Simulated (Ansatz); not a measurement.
Reactions of `O[CH]1C[NH][AlH]1`.

Computed with Ansatz on PBE0-D4/def2-TZVP structures; ΔE is electronic, products minus reactants. CCSD(T)/CBS is the MP2 limit (def2-TZVPP, def2-QZVPP) plus CCSD(T) − MP2 in def2-TZVPP, frozen cores. This one scheme is used for every species, atoms too. For atomizations the MP2-based limit and the directly extrapolated one differ by several kJ/mol either way, and by 10 to 25 for some Ge, Se and Sn compounds, so smaller differences from it don't rank the levels. Double bonds are as drawn, so ΔE can hold a change between cis and trans. DFT in def2-TZVPP. B3LYP here is the variant with VWN-RPA as its local correlation; programs differ in this. No spin–orbit coupling; open shells (•) take unrestricted orbitals. Spin–orbit coupling would lower the free atoms: a little for Al, C, O. One conformer a species, not always the lowest.

| reaction | B3LYP-D4 (kJ/mol) | ωB97M-V (kJ/mol) | CCSD(T)/CBS(def2) (kJ/mol) |
| --- | --- | --- | --- |
| `O[CH]1C[NH][AlH]1` → Al• + 2 C• + 6 H• + N• + O• | 3993 | 4015 | 3999 |
| `O[CH]1C[NH][AlH]1` → `C/C(O)=[N]\[AlH2]` | -119 | -104 | -99 |
| `O[CH]1C[NH][AlH]1` → `C[O][Al]1[CH2][NH]1` | -48 | -41 | -45 |
| `O[CH]1C[NH][AlH]1` → `CC1[NH][AlH][O]1` | -177 | -178 | -180 |
| `O[CH]1C[NH][AlH]1` → `[NH2][Al]1[CH2]C[O]1` | -227 | -228 | -230 |
| `O[CH]1C[NH][AlH]1` → `[CH3][Al]([NH2])[CH]=O` | -128 | -117 | -118 |
| `O[CH]1C[NH][AlH]1` → `O/C=N/[CH2][AlH2]` | 39 | 53 | 58 |
| `O[CH]1C[NH][AlH]1` → `[CH3][AlH][C](=N)O` | -39 | -31 | -27 |

Largest T1 diagnostic: 0.018, for Al•.
